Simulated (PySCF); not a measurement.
# State search for SnF

Unrestricted PBE0; Sn x2c-SVPall, F x2c-SVPall; spin-free X2C with a Gaussian nucleus (PySCF 2.14). Outer shells of the fragments: Sn 4d10 5s2 5p2; F 2s2 2p5.

Followed along the bond (rough minima from three points):

| 2Ms+1 | unpaired | ⟨S²⟩ at the start | R at minimum (Å) | Te (eV) |
| --- | --- | --- | --- | --- |
| 2 | π ↑ | 0.75 | 1.97 | 0.00 |
| 4 | σ ↑, π ↑↑ | 3.76 | 2.00 | 3.80 |

Solutions found at the starting distance of 1.965 Å, counted from the lowest of them; the search is not exhaustive and high or unbound solutions are not listed, so other states can lie among these:

```json
{"2Ms+1": "2", "unpaired": "π ↑", "term": "²Π", "E (eV)": "0.00", "⟨S²⟩": "0.75", "⟨Lz²⟩": "1.01", "μ (D)": "-2.64"}
{"2Ms+1": "2", "unpaired": "σ ↑", "term": "²Σ⁺", "E (eV)": "2.59", "⟨S²⟩": "0.75", "⟨Lz²⟩": "0.00", "μ (D)": "-2.22"}
{"2Ms+1": "4", "unpaired": "σ ↑, π ↑↑", "term": "⁴Σ⁻", "E (eV)": "3.81", "⟨S²⟩": "3.76", "⟨Lz²⟩": "0.00", "μ (D)": "-2.16"}
{"2Ms+1": "2", "unpaired": "σ ↑, π ↑↓", "term": "mixed", "E (eV)": "4.69", "⟨S²⟩": "1.76", "⟨Lz²⟩": "2.01", "μ (D)": "-1.69"}
{"2Ms+1": "2", "unpaired": "σ ↓, π ↑↑", "term": "mixed", "E (eV)": "4.85", "⟨S²⟩": "1.77", "⟨Lz²⟩": "0.00", "μ (D)": "-1.23"}
{"2Ms+1": "4", "unpaired": "π ↑↑↑", "term": "⁴Π", "E (eV)": "6.13", "⟨S²⟩": "3.76", "⟨Lz²⟩": "1.00", "μ (D)": "2.18"}
{"2Ms+1": "4", "unpaired": "σ ↑↑, π ↑", "term": "⁴Π", "E (eV)": "6.14", "⟨S²⟩": "3.75", "⟨Lz²⟩": "1.00", "μ (D)": "-1.31"}
```

A term symbol is given only where ⟨S²⟩ and ⟨Lz²⟩ are close to those of a pure state; real π, δ and φ orbitals otherwise mix terms. A positive dipole means Sn(−)F(+).

Spin–orbit coupling is left out. Counting both spins, an empty level lies below a filled one in some of these solutions, because spin and occupation are held.
